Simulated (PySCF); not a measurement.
Se(SH)(OSiH3) (H₄OSSeSi), SMILES [SiH3]O[Se]S. Heavy atoms are numbered as in [Se:1]([SH:2])[O:4][SiH3:5]. Hydrogens are named by the atom that carries them.

Geometry optimised at PBE0-D3(BJ)/def2-SVP. This is a generated structure with no PubChem entry under its InChIKey; it may be hypothetical. The values are those of a single conformer.

The numbers are results of HF/pcSseg-1 (PySCF), not measurements.

GIAO shieldings, no solvent; atoms alike by connectivity are averaged. δ = σ(ref) − σ: ⁷⁷Se against Me2Se (σ = 1942.8 ppm); ³³S against H2S (σ = 725.2 ppm); ¹H against TMS (σ = 31.99 ppm); ¹⁷O against H2O (σ = 333.0 ppm); ²⁹Si against TMS (σ = 393.8 ppm), references at their B3LYP-D3(BJ)/def2-TZVP geometries, non-relativistic.

Q: Estimate the chemical shifts. (Estimate from the structure and the level; the computed values follow.)

A: 
```tsv
nucleus	atoms	count	δ (ppm)
⁷⁷Se	Se1	1	1293.1
³³S	S2 (SH)	1	196.4
¹H	H on S2	1	5.04
¹H	H on Si5	3	4.67
¹⁷O	O4	1	-52.8
²⁹Si	Si5 (SiH3)	1	-31.1
```
